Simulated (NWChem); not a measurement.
CH₄O₃Si; SMILES O=CO[SiH2]O

```xyz
9

O      0.6221    -1.5614     0.5775
C     -0.4242    -1.5471    -0.0192
O     -1.0490    -0.4470    -0.4051
Si    -0.3613     1.0731     0.0435
O      1.2320     1.1312    -0.3634
H     -0.9784    -2.4623    -0.3137
H     -0.6217     1.2195     1.4998
H     -1.0920     2.0640    -0.7738
H      1.7393     0.4082     0.0302
```
Atoms are numbered in this order, from 1.

Computed with NWChem. Pople sets run with spherical d functions. Geometry: optimised at PBE0/def2-SVP. Vzz is the largest principal value of the second derivative of the potential at the nucleus (NWChem prints the opposite sign); η is the asymmetry. Non-relativistic.

| level | Vzz O1 (a.u.) | η O1 | Vzz O3 (a.u.) | η O3 | Vzz O5 (a.u.) | η O5 |
|---|---|---|---|---|---|---|
| B3LYP/6-31G* | ? | 0.10 | ? | ? | ? | 0.62 |
| B3LYP/cc-pVTZ | -1.526 | 0.26 | 1.223 | 0.19 | 1.290 | 0.59 |
| PBE/6-31G* | -1.411 | 0.08 | 1.147 | 0.18 | 1.223 | 0.62 |
| PBE/cc-pVTZ | -1.433 | 0.25 | 1.166 | 0.23 | 1.245 | 0.59 |

Problem. Fill in the missing entries.

Solution. 
- B3LYP/6-31G*, Vzz O1 (a.u.): -1.493
- B3LYP/6-31G*, Vzz O3 (a.u.): 1.197
- B3LYP/6-31G*, η O3: 0.14
- B3LYP/6-31G*, Vzz O5 (a.u.): 1.266
